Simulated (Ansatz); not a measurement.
System: NaLi, net charge 0, singlet state. 
Geometry from a B3LYP-D3(BJ)/def2-TZVP (Ansatz, an electronic-structure program) optimisation:
```xyz
2

Li     0.0000     0.0000    -2.2753
Na     0.0000     0.0000     0.6205
```

Basis-set convergence of Hartree-Fock and CCSD(T) correlation energies (hartree) with Ansatz. Valence correlation only, unless marked. No spin-orbit coupling. No relativistic terms.

The Hartree-Fock reference is unstable (checked in the largest basis), which strains HF and MP2. 

| basis | functions | E(HF) | E(corr, CCSD(T)) |
|---|---|---|---|
| def2-SVPD | 30 | -169.21959 | -0.02673 |
| def2-TZVPPD | 57 | -169.28641 | -0.02837 |
| def2-QZVPPD | 93 | -169.29352 | -0.02947 |

Extrapolating the two largest sets (X = 3 and 4) as X^-3: E(corr) = (64·(-0.02947) - 27·(-0.02837))/37 = -0.0303 Eh, an estimate of the basis-set limit. The largest set recovers 97.3 % of it, the smallest 88.3 %.
